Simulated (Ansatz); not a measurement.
Cost and result for the atomization energy of `CS[SiH2]N` (11 atoms, 10 bonds).

```xyz
11

C     0.6435    1.2286    1.2417
S    -1.0412    1.1684    0.5693
Si   -0.9835   -0.7523   -0.3527
N     0.1764   -0.9647   -1.5921
H     1.3826    1.1131    0.4489
H     0.7894    0.4584    1.9997
H     0.7723    2.2071    1.7031
H    -2.3641   -0.9028   -0.8743
H    -0.6525   -1.7919    0.6567
H     0.2135   -0.3675   -2.4012
H     1.0637   -1.3965   -1.3992
```

The species carries charge 0 and has multiplicity 1. Geometry: relaxed with PBE0-D4/def2-TZVP. It is one conformer, not always the lowest. Program: Ansatz. All runs use 4 threads of an Intel Xeon 6975P-C on a shared host. Times are those of one run each, without the atoms' runs, and a repeat can differ threefold. Electronic energies, without spin–orbit coupling; frozen cores. CCSD(T)/CBS adds CCSD(T) − MP2 in def2-TZVPP to the MP2 limit, and its time is that of the two runs behind it. T1 = 0.010. B3LYP takes the VWN-RPA correlation (the form of Gaussian; ORCA's B3LYP/G).

CCSD(T)/CBS is a level of theory with its own doubt, some kJ/mol a heavy atom from the limit and from the frozen cores, so smaller differences don't rank the functionals.

```
                            level  functions  wall time  atomization (kJ/mol)  difference from CCSD(T)/CBS  per bond
           LDA (SPW92)/def2-TZVPP        244      0.7 s                4233.4                        482.2      48.2
             revPBE-D4/def2-TZVPP        244        1 s                3708.9                        -42.3      -4.2
               BLYP-D4/def2-TZVPP        244      1.1 s                3732.5                        -18.7      -1.9
  PBE-D4/def2-TZVPP (with forces)        244      1.2 s                3783.9                         32.7       3.3
                 CCSD(T)/def2-SVP         99      1.6 s                3470.0                       -281.2     -28.1
B3LYP-D4/def2-TZVPP (with forces)        244      2.1 s                3750.9                         -0.3       0.0
                B2PLYP/def2-TZVPP        244      2.5 s                3699.1                        -52.1      -5.2
               ωB97X-V/def2-TZVPP        244      3.3 s                3769.9                         18.7       1.9
                B97M-V/def2-TZVPP        244      3.3 s                3760.7                          9.5       0.9
 ωB97M-V/def2-TZVPP (with forces)        244      4.6 s                3766.8                         15.6       1.6
                   MP2/def2-QZVPP        464       10 s                3728.1                        -23.1      -2.3
               CCSD(T)/def2-TZVPP        244       24 s                3638.8                       -112.4     -11.2
                CCSD(T)/CBS(def2)          –       34 s                3751.2                          0.0       0.0
```

From PBE to PBE0 (25 % exact exchange), in def2-TZVPP and without D4, the atomization energy moves by −43.7 kJ/mol: exact exchange takes away binding that semilocal exchange gives to molecules. In def2-TZVPP, CCSD(T) changes the Hartree–Fock value by +931.7 kJ/mol (the triples alone add +49.0 kJ/mol) and MP2 by +954.1 kJ/mol; breaking electron pairs costs correlation energy, which Hartree–Fock lacks. Leaving LDA and LC-ωPBE aside and taking each functional with its dispersion term where it has one, the values, not all of them listed here, spread over 119.0 kJ/mol, from BHLYP-D4 to PBE-D4. LDA lies +472.7 kJ/mol from PBE without D4, its usual overbinding.
